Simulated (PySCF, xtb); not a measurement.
CH3O3S, SMILES S(=O)(=O)(C)[O-], charge -1.

GFN2-xTB in xtb at its own geometry gives an orbital gap of 8.40 eV.

Geometry optimised at PBE0-D3(BJ)/def2-SVPD.

### Question
What does PySCF with PBE/def2-SVPD give? (Estimate from the structure and the level; the computed values follow.)

### Answer
gap 4.30 eV (levels -0.64 and 3.67 eV).
